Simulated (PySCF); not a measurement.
An unknown shows these calculated signals:

¹H NMR (400 MHz, computed): δ 5.49 (sept, 1H), 4.86 (s, 2H), 4.18 (s, 3H), 1.27 (d, 6H).

¹³C{¹H} NMR (computed): δ 190.1 (C), 67.2 (CH), 53.4 (CH3), 23.9 (CH3).

Rapidly exchanging positions averaged, in vacuum, non-relativistic Hamiltonian, single conformer. Shieldings: GIAO PBE0/pcSseg-1; geometry: GFN2-xTB; PySCF.

Shifts are taken against calculated references (same method and geometry level): ¹H and ¹³C vs TMS.

Which of these does the molecule contain: a Si–H bond, a (CH3)2CH unit, a vinyl group CH=CH2, an ester, a three-membered ring?

Answers


- A Si–H bond: yes (δH 4.86 (s)).
- A (CH3)2CH unit: yes (δC 23.9, 67.2; δH 1.27 (d), 5.49 (sept)).
- A vinyl group CH=CH2: no.
- An ester: no.
- A three-membered ring: no.

The data belong to `[SiH2](OC)C(=O)OC(C)C`, C5H12O3Si; they needn't prove each group on their own.

Carbon signals by region: 1 in the far downfield region (above 160 ppm), 2 at 50–100 ppm, 1 below 50 ppm. Above 160 ppm: 190.1, carbonyl carbon.

Shifts are as computed. Against solution values, carbons near 30 ppm lie about +3 ppm off and those near 130 ppm about +5 ppm. Of 1211 compounds with measured shifts, 218 miss one by over three times the rms of a fit or turn the order of signals round; such compounds aren't used in these exercises. Multiplicities follow the n + 1 count of equivalent neighbours, as no J values were calculated; m marks all less simple cases, F and P coupling included.
